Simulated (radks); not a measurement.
Results of a calculation; reference values are marked as such.
Species: Cu1.5+. Configuration: [Ar] 3d8.5 4p1 (fractional occupations, a model configuration).

Level of theory: Dirac Kohn-Sham, PBEsol, spin-unpolarised, spherical densities, finite nucleus; open shells are shared between the two j in proportion to 2j + 1; Fermi nuclear charge, rms radius 3.8823 fm (a radial shooting solver on a logarithmic mesh with Libxc functionals).

Energy parts (eV):
total: -44965.036
kinetic: 45741.265
electron-nucleus: -107766.730
Hartree: 18840.403
exchange-correlation: -1779.973

Orbitals (lengths in bohr, moments of r in powers of bohr):
| orbital | occ. | eigenvalue (eV) | <r> | small-component weight |
|---|---|---|---|---|
| 1s1/2 | 2 | -8865.968 | 0.05216 | 1.09e-02 |
| 2s1/2 | 2 | -1086.970 | 0.2352 | 2.07e-03 |
| 2p1/2 | 2 | -955.6441 | 0.2043 | 2.05e-03 |
| 2p3/2 | 4 | -935.1841 | 0.2076 | 2.02e-03 |
| 3s1/2 | 2 | -139.6070 | 0.7083 | 4.60e-04 |
| 3p1/2 | 2 | -98.7774 | 0.7348 | 4.14e-04 |
| 3p3/2 | 4 | -96.1488 | 0.7450 | 4.05e-04 |
| 3d3/2 | 3.4 | -29.0357 | 0.8940 | 2.82e-04 |
| 3d5/2 | 5.1 | -28.7236 | 0.8997 | 2.79e-04 |
| 4p1/2 | 0.333333 | -13.0354 | 2.803 | 3.71e-05 |
| 4p3/2 | 0.666667 | -12.8737 | 2.833 | 3.65e-05 |

The highest occupied level is 4p3/2 at -12.874 eV. Summed over all electrons, <r^2> = 23.57 bohr^2, which gives a Langevin (diamagnetic) susceptibility term of -18.7 x 10^-6 cm^3/mol. The electron density at the nucleus is 2.215e+04 e/bohr^3.
